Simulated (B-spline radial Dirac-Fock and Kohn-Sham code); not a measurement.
# N⁴⁺: scattering cross sections and density moments

System: nitrogen as N⁴⁺, [He] 2s1, inside a Watson sphere of charge -4 and radius 2.2 Å (a model of the Madelung potential; inside it an electron's potential energy is raised by 26.2 eV).

Calculated with a radial atomic solver, using relativistic Hartree-Fock (Dirac-Fock) wave functions, averaged over the configuration.

- Sum of ⟨r⟩: 1.505 bohr
- Sum of ⟨r²⟩: 1.429 bohr²
- Sum of ⟨1/r⟩: 14.744 per bohr
- Langevin diamagnetic susceptibility: -1.13 × 10⁻⁶ cm³/mol
- Lamb shielding (α²/3)Σ⟨1/r⟩: 261.7 ppm

Coherent scattering is the Thomson cross section weighted by f₀², without anomalous dispersion; incoherent scattering is Klein-Nishina weighted by S. The Lamb formula is the non-relativistic shielding expression. Electron correlation is left out.

```tsv
hν (keV)	coherent (b)	incoherent (b)	incoherent per electron (b)
8.0478	2.930	0.7684	0.256
10	2.492	0.8828	0.294
20	1.261	1.295	0.432
50	0.3045	1.544	0.515
100	0.08594	1.438	0.479
200	0.02238	1.209	0.403
500	0.003626	0.8658	0.289
1000	0.0009082	0.6332	0.211
```

Incoherent scattering overtakes coherent scattering between 10 and 20 keV.
